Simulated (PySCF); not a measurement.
UHF on Co⁺ (cobalt, charge +1)

Configuration: [Ar] 3d8, high-spin 3F determinant. All numbers are calculated (PySCF 2.14, no relativity, point nucleus, in aug-cc-pVDZ (7s6p4d2f, 59 functions)).

```json
{"Total energy": "-1381.135031 hartree", "One-electron energy": "-1911.3547 hartree", "Hartree (Coulomb) energy": "588.2684 hartree", "Exchange energy": "-58.0488 hartree", "Kinetic energy": "1381.08734 hartree", "⟨S²⟩": "2.0049", "⟨L²⟩": "12.029", "Sum of ⟨r⟩": "17.30 bohr", "Sum of ⟨r²⟩": "19.65 bohr²", "Density at the nucleus (Gaussians lack the cusp)": "13300 bohr⁻³", "Spin density at the nucleus": "0.0759 bohr⁻³", "Langevin diamagnetic susceptibility": "-15.6 ×10⁻⁶ cm³/mol", "Time after the integrals": "0.58 s of wall time on 1 thread of Neoverse-N1 (shared host)"}
```

| shell | electrons | mean orbital energy (hartree) | spread (hartree) | rms radius, mean of both spins (bohr) |
| --- | --- | --- | --- | --- |
| 1s α | 1 | -283.15332 | 0 | 0.0659 |
| 1s β | 1 | -283.15196 | 0 | 0.0659 |
| 2s α | 1 | -34.95768 | 0 | 0.279 |
| 2s β | 1 | -34.89258 | 0 | 0.279 |
| 2p α | 3 | -30.21507 | 0 | 0.250 |
| 2p β | 3 | -30.15111 | 0 | 0.250 |
| 3s α | 1 | -4.68556 | 0 | 0.847 |
| 3s β | 1 | -4.50548 | 0 | 0.847 |
| 3p α | 3 | -3.20724 | 0 | 0.904 |
| 3p β | 3 | -2.98975 | 0 | 0.904 |
| 3d α | 5 | -0.76848 | 0.04897 | 1.26 |
| 3d β | 3 | -0.67898 | 0 | 1.26 |
